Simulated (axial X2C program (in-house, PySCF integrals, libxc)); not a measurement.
# Nuclear properties of BrCoBr

Calculated with an in-house all-electron X2C program for linear molecules (integrals from PySCF): two-component X2C with atomic mean-field Coulomb and Gaunt terms, Gaussian nuclei, basis Br dyall-av3z, Co dyall-v3z with contracted cores.

Br–Co–Br held linear, with bonds 2.218 and 2.218 Å (near the PBE0 minimum at charge 0 of the determinant lowest at the starting distance; the state shown can have its own minimum elsewhere, held linear; other orders of the atoms were not compared).

Input and command:
```json
{"zs": [35, 27, 35], "q": 0, "bas": ["dyall-av3z", "dyall-v3z", "dyall-av3z"], "r0": [2.25, 2.25], "symm": 1, "scan": ["PBE0", "HF", "r2SCAN"], "levels": ["PBE0", "HF", "PBE"], "nst": 2}
```
```bash
python solin.py task.json out
```

Keys: zs atomic numbers; q charge; bas basis sets; r0 starting distance in Å; symm equal bonds; scan levels of the two-bond scan; levels methods; nst determinants followed.

Determinant lowest in the PBE0 search, Ω = 7/2 (⟨Sz⟩ = 1.50, ⟨Lz⟩ = 2.00 at PBE0), spin on the atoms Br 0.06, Co 1.39, Br 0.06:

```tsv
level	A∥/gI Br (MHz)	qzz Br (a.u.)	A∥/gI Co (MHz)	qzz Co (a.u.)
PBE0	-16.3	1.92	342	-1.92
HF	-6.94	2.11	309	-2.47
PBE	-25.5	1.23	335	-1.75
```

A∥ (defined per Ω) follows by multiplying with gI = μI/(I μN); qzz is the electric field gradient, eQq0 = 234.96 MHz × Q/barn × qzz. The operators were transformed with the bare-nucleus X2C matrices; with these basis sets, hyperfine constants and field gradients can be off by tens of per cent, and where levels differ in sign neither size nor sign is settled.

(1) With Q(79Br) = 0.3087 barn, gI(59Co) = 1.3220, Q(59Co) = 0.42 barn (g factors from the IAEA table of nuclear moments by Stone; Q from Pyykkö, Mol. Phys. 2018), turn the PBE0 values of the first state into constants in MHz.

The molecule was held linear; bending was not examined, so a bent shape may lie lower.

Each state is one determinant with collinear spin, which with several unpaired electrons need not be a pure state. Unrestricted Hartree–Fock can overshoot spin polarisation at the nuclei. With several open shells hyperfine constants can be off by a factor of several. The search compared states at one distance, so a state with another bond length can lie lower. Further determinants of the search, some of them spin-mixed, are not shown. Where a field gradient or hyperfine factor spreads by more than a factor of two over the levels, a constant derived from it is not to be relied on.

Answers

(1) eQq0(79Br) = 234.96 × (0.3087) × (1.92) = 139 MHz; A∥(59Co) = 342 × 1.3220 = 452 MHz; eQq0(59Co) = 234.96 × (0.42) × (-1.92) = -189 MHz.
